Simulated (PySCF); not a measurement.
C2H6F2Ge.

```xyz
11

Ge     0.4944    -0.3197     0.0000
F      0.8252     0.6983     1.3699
F      0.8252     0.6983    -1.3699
C     -1.3909    -0.7196     0.0000
C     -2.2246     0.5668     0.0000
H      1.5358    -1.4388     0.0000
H     -1.6051    -1.3409    -0.8855
H     -1.6051    -1.3409     0.8855
H     -2.0024     1.1783    -0.8880
H     -3.3025     0.3427     0.0000
H     -2.0024     1.1783     0.8880
```
Charge 0, spin multiplicity 1.

Coordinates come from a ωB97X-D3(BJ)/def2-SVP optimisation. The values are those of a single conformer.

The numbers are results of PBE/pcSseg-1 (PySCF), not measurements. Non-relativistic, no solvent.

Computed absolute GIAO shielding of each atom: isotropic value and principal components (ppm):
```
atom  σ(iso)     σ11     σ22     σ33   span
----  ------  ------  ------  ------  -----
Ge1   1186.8  1077.1  1180.6  1302.8  225.7
F2     327.9   214.3   353.9   415.6  201.3
F3     327.9   214.3   353.9   415.6  201.3
C4     162.3   154.6   155.9   176.4   21.8
C5     172.7   167.2   168.2   182.8   15.6
H6      25.1    18.7    19.3    37.2   18.5
H7      30.0    25.7    28.2    36.2   10.5
H8      30.0    25.7    28.2    36.2   10.5
H9      29.7    24.6    29.1    35.6   11.0
H10     29.9    25.0    27.2    37.6   12.6
H11     29.7    24.6    29.1    35.6   11.0
```
